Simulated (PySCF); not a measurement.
C4H12Si2, SMILES C[SiH2][SiH2]C(C)=C.

Geometry: PBE0-D3(BJ)/def2-SVP. This is a generated structure with no PubChem entry under its InChIKey; it may be hypothetical. Other conformers were not sampled.

Two levels are set side by side: TDA-PBE/def2-SVPD (PySCF) and TDA-ωB97X/def2-SVPD (PySCF). Vertical, same geometry. The lowest singlet is HOMO→LUMO+1 51 %, HOMO→LUMO 34 %, HOMO−1→LUMO 10 % with PBE and HOMO→LUMO 63 %, HOMO−1→LUMO 13 % with the other functional; states are paired by order. Differences are taken from unrounded values.

| quantity | TDA-ωB97X |
|---|---|
| lowest singlet excitation (eV) | 6.60 |
| lowest triplet excitation (TDA) (eV) | 4.22 |
| first bright state (f over 0.05) (eV) | 6.60 |
| its oscillator strength | 0.11 |

### Question
What does TDA-PBE give, and how far is it from TDA-ωB97X? (Estimate from the structure and the level; the computed values follow.)

### Answer

```csv
quantity,TDA-PBE,TDA-PBE minus TDA-ωB97X
lowest singlet excitation (eV),5.53,-1.07
lowest triplet excitation (TDA) (eV),4.14,-0.08
first bright state (f over 0.05) (eV),5.53,-1.07
its oscillator strength,0.06,-0.06
```

A lower first singlet is the usual sign of a functional without exact exchange. Differences between two approximate levels are no errors against the true value.

Rough cost on one machine, each run with all the roots and properties that it gave: TDA-ωB97X against TDA-PBE about 5 times.
